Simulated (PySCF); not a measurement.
**Two-component Hartree-Fock for Pr(42+) (praseodymium, charge +42)**

Start: [Ne] 3s2 3p5; 3p1/2 filled at m_j = -1/2, +1/2; 3p3/2 filled at m_j = -1/2, +1/2, +3/2. Calculated with PySCF 2.14 in an uncontracted even-tempered set (18 s from 9.4 bohr⁻², ratio 2.4; 14 p from 12 bohr⁻², ratio 2.4; 4 d from 46 bohr⁻², ratio 2.6; 4 f from 69 bohr⁻², ratio 2.6): generalised Hartree-Fock with the X2C-1e Hamiltonian and a Gaussian nucleus; one run each with spin-orbit coupling (SO) switched off, then screened by Boettger's factors.

```tsv
spinor shell	electrons	ε, spin-free (eV)	ε, screened SO (eV)	weight of nominal j (screened SO)	rms radius, screened SO (bohr)
1s1/2	2	-44753.4	-44746.0	1.000	0.0275
2s1/2	2	-9362.9	-9360.1	1.000	0.110
2p1/2	2	-8645.8	-8991.4	1.000	0.0943
3s1/2	2	-3590.0	-3589.0	1.000	0.267
3p1/2	2	-3361.7	-3445.1	0.999	0.255
3p3/2	3	-3361.7	-3324.2	0.999	0.265
```

Problem. Where does 2p3/2 lie, and what is the 2p spin-orbit splitting (screened SO)?

Solution. At -8492.6 eV, 498.81 eV above 2p1/2.

| quantity | spin-free | screened SO |
| --- | --- | --- |
| E (hartree) | -7688.59498 | -7694.19810 |
| M_J | 3/2 | 3/2 |
| ⟨J²⟩ | 3.751 | 3.750 |
| ⟨L²⟩ | 2.000 | 2.017 |
| ⟨S²⟩ | 0.750 | 0.767 |

Each row is a mean over spinors that exchange with the open shell spreads, by up to 21.356 eV (3s1/2).

Breit and QED terms are absent; they matter most for the inner s and p1/2 levels.

Densities and radii are taken from the X2C orbitals without a picture-change correction, which distorts them close to the nucleus.

Without spin-orbit coupling the j labels of p, d and f shells carry no meaning; the spin-free column gives the mean over the occupied spinors of each nl shell.
